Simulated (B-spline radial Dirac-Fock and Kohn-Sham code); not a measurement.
Level of theory: one-electron (LDA, Dirac) transition rates at Dirac-Fock energies; a radial finite-basis atomic code. Free neutral atoms.

Task: Order these holes by natural width, smallest first.
A. Pd K (1s)
B. K L3 (2p3/2)
C. Kr M5 (3d5/2)
D. V K (1s)
E. Sn K (1s)

Result: C (0.0833 eV), B (0.188 eV), D (0.948 eV), A (6.10 eV), E (8.31 eV).

Values without a named source are computed, but for edge energies of neutral atoms, which are taken from tables.
